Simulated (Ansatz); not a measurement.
Species: CCl$_{2}$, charge 1, multiplicity 2. 
Coordinates optimised at B3LYP-D3(BJ)/def2-TZVP (Ansatz, a program for electronic structure):
```
C
Cl 1 1.5903
Cl 1 1.5903 2 135.70
```
Charge +1, spin multiplicity 2.

Basis-set convergence of Hartree-Fock and CCSD correlation energies (hartree) with Ansatz. Correlated levels leave the core frozen unless marked. Open shells are spin-unrestricted. Spin-orbit coupling is left out. Non-relativistic.

```json
[
 {"basis": "aug-cc-pV(D+d)Z", "functions": "87", "E(HF)": "-956.46988", "E(corr, CCSD)": "-0.42675"},
 {"basis": "aug-cc-pV(T+d)Z", "functions": "156", "E(HF)": "[?]", "E(corr, CCSD)": "[?]"}
]
```

Question: Some entries are withheld; supply them.

Answer: 
- aug-cc-pV(T+d)Z, E(HF): -956.50900
- aug-cc-pV(T+d)Z, E(corr, CCSD): -0.53110
